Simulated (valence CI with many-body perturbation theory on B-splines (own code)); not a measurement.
Ni XXIII: calculated level list

Calculated by relativistic CI+MBPT: four valence electrons over a frozen Dirac-Fock core [He], radial functions for each j: 11 s, 11 p, 10 d, 8 f, 5 g, 2 h, with the one-electron correlation potential Σ1, the two-electron term Σ2, the three-electron term Σ3, Breit, model QED; selected CI, second order for the rest, scaled by the run's own slope (own B-spline code, finite nucleus).

No measured levels were compared; by estimate levels of excited configurations hold to 0.05 to 0.15 % of their energy, terms of the ground configuration to about 0.5 %. Among the levels kept, up to 1100 cm⁻¹ of a level comes from second order outside the variational space, and about a tenth of that is noise between levels of different J, which matters for small intervals.

Levels 181 to 197 of 197, with energies above the lowest level, 2s2 2p2 3P_0. "Leading %" is the weight of the configuration and term that name the level; weights of strongly mixed levels are sums over their largest components and can fall short. In the jj column 3d3/2^4 stands for four electrons in 3d with j = 3/2. Lifetimes count E1, E2, E3, M1 and M2 decay at the calculated energies, and are blank where another channel may lead or the interval is too uncertain; long ones can be off by a factor of two.

| No. | Configuration | Term | J | E (× 10³ cm⁻¹) | Leading % | Lifetime | Leading jj |
| --- | --- | --- | --- | --- | --- | --- | --- |
| 181 | 2p3 3d | 5D° | 3 | 11028 | 80 | 4.42 ps | 2p1/2^2 2p3/2 3d3/2 (36 %) |
| 182 | 2p3 3d | 5D° | 2 | 11029 | 81 | 1.31 ps | 2p1/2^2 2p3/2 3d3/2 (53 %) |
| 183 | 2p3 3d | 5D° | 0 | 11030 | 88 | 2.87 ps | 2p1/2^2 2p3/2 3d3/2 (52 %) |
| 184 | 2p3 3d | 5D° | 1 | 11030 | 88 | 1.11 ps | 2p1/2^2 2p3/2 3d3/2 (49 %) |
| 185 | 2p3 3d | 5D° | 4 | 11035 | 86 | 15.6 ps | 2p1/2^2 2p3/2 3d5/2 (56 %) |
| 186 | 2p3 3p | 3D | 3 | 11036 | 48 | 228 fs | 2p1/2 2p3/2^2 3p3/2 (90 %) |
| 187 | 2p3 3p | 3F | 4 | 11041 | 96 | 265 fs | 2p1/2 2p3/2^2 3p3/2 (96 %) |
| 188 | 2p3 3s | 3P° | 2 | 11054 | 70 | 309 fs | 2p3/2^3 3s (86 %) |
| 189 | 2p3 3p | 3P | 0 | 11063 | 90 | 194 fs | 2p1/2^2 2p3/2 3p3/2 (61 %) |
| 190 | 2p3 3d | 3D° | 2 | 11081 | 64 | 223 fs | 2p1/2^2 2p3/2 3d5/2 (64 %) |
| 191 | 2p3 3s | 1P° | 1 | 11082 | 62 | 210 fs | 2p3/2^3 3s (82 %) |
| 192 | 2p3 3p | 3P | 2 | 11104 | 87 | 132 fs | 2p1/2 2p3/2^2 3p1/2 (70 %) |
| 193 | 2p3 3p | 3P | 1 | 11106 | 76 | 183 fs | 2p1/2 2p3/2^2 3p3/2 (80 %) |
| 194 | 2p3 3d | 3D° | 3 | 11120 | 70 | 110 fs | 2p1/2 2p3/2^2 3d5/2 (42 %) |
| 195 | 2p3 3d | 3D° | 1 | 11124 | 92 | 106 fs | 2p1/2 2p3/2^2 3d5/2 (42 %) |
| 196 | 2p3 3p | 1D | 2 | 11155 | 65 | 195 fs | 2p1/2 2p3/2^2 3p3/2 (78 %) |
| 197 | 2p3 3p | 3D | 1 | 11157 | 69 | 200 fs | 2p1/2 2p3/2^2 3p1/2 (89 %) |

Names give the largest LS component (configuration and term), which can be under half, so a name can repeat, a term be missing and a line seem to break the LS rules; names also repeat where a configuration has a term twice.
